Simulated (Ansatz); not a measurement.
Input (CCSDT(Q)/cc-pVTZ; Ansatz, an electronic-structure program):

Ansatz 0.2 input:
```yaml
crystal:
  periodic: [false, false, false]
  atoms:
    - {symbol: Ge, position_ang: [-0.38854351, 0.04424562, -0.01077550]}
    - {symbol: C, position_ang: [1.56385469, -0.17808486, 0.04337046]}
    - {symbol: H, position_ang: [-1.00124977, -0.86220454, -1.09541754]}
    - {symbol: H, position_ang: [-0.75270751, 1.50671255, -0.33028178]}
    - {symbol: H, position_ang: [-1.00843142, -0.32993939, 1.34908985]}
    - {symbol: H, position_ang: [1.81856098, -1.21301361, 0.26946334]}
    - {symbol: H, position_ang: [1.99450400, 0.46394239, 0.81110282]}
    - {symbol: H, position_ang: [1.99958789, 0.08715198, -0.91936355]}
basis:
  gaussian:
    orbitals: cc-pVTZ
magnetization: {spin_polarized: false}
correlation: {method: ccsdt_q, electrons: outside_noble_gas}
```

Output:

```
Functional definition: HF
integrals: 0.64 GiB planned
1990 factors; integrals over basis functions are off by at most 2.0e-7 eV
mean field: 0.87 GiB planned
mean field evaluation 1: about -57598.6817 eV, gradient 2.4e1 eV
mean field evaluation 2: about -57598.7519 eV, gradient 2.4e1 eV
mean field evaluation 4: about -57600.3766 eV, gradient 2.3e0 eV
mean field evaluation 8: about -57600.3984 eV, gradient 1.1e-1 eV
mean field evaluation 16: about -57600.0398 eV, gradient 1.0e1 eV
mean field -57600.39841284 eV, -2116.7755987197 hartree, gradient 1.0e-6 eV, S^2 0.000000; 0 other end points of the search recorded, 0 dependent functions left out
15 core orbitals not correlated
reference -57600.39841284 eV, -2116.7755987197 hartree; 7, 7 occupied and 135, 135 virtual orbitals, 1990 factors
second order -8.54039949 eV of doubles, -0.00000000 eV of singles
coupled cluster: 6.85 GiB planned
cycle   1  -9.25751487 eV  change   -7.2e-1 eV  update   7.8e-2
cycle   2  -9.79462541 eV  change   -5.4e-1 eV  update   3.2e-2
cycle   3  -9.91718081 eV  change   -1.2e-1 eV  update   1.3e-2
cycle   4  -9.89606838 eV  change    2.1e-2 eV  update   3.4e-3
cycle   5  -9.89916593 eV  change   -3.1e-3 eV  update   1.2e-3
cycle   6  -9.90044827 eV  change   -1.3e-3 eV  update   3.5e-4
cycle   7  -9.90019554 eV  change    2.5e-4 eV  update   1.4e-4
cycle   8  -9.90007917 eV  change    1.2e-4 eV  update   3.7e-5
cycle   9  -9.90011085 eV  change   -3.2e-5 eV  update   1.6e-5
cycle  10  -9.90011312 eV  change   -2.3e-6 eV  update   5.0e-6
cycle  11  -9.90010959 eV  change    3.5e-6 eV  update   1.8e-6
cycle  12  -9.90010996 eV  change   -3.7e-7 eV  update   7.3e-7
perturbative correction -0.01075115 eV, -0.0003950975 hartree
Total energy: -57610.30927395 eV, -2117.1398161475 hartree
```
